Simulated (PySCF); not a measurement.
PrO at PBE0

Level: PBE0. PySCF, spin-free X2C with a Gaussian nucleus, basis sets Pr x2c-SVPall, O x2c-SVPall.

```
state                                                    : quartet, about 2.8 electrons in the 4f shell (Mulliken), real f orbitals that mix terms, a second solution, started from another occupation
bond length                                              : 1.841 Å
harmonic wavenumber                                      : 780 cm⁻¹
force constant                                           : 5.15 mdyn/Å
rotational constant Be                                   : 0.3461 cm⁻¹
anharmonicity ωexe                                       : 2.19 cm⁻¹
vibration–rotation constant αe                           : 0.00142 cm⁻¹
energy of the minimum from ground-state Pr (4f3 6s2) + O : -6.27 eV
bond order (Mayer)                                       : 2.32
dipole moment (positive dipole means Pr(−)O(+))          : -5.08 D
```

These are scalar-relativistic numbers at best; spin–orbit coupling would shift them, the dissociation energy most.
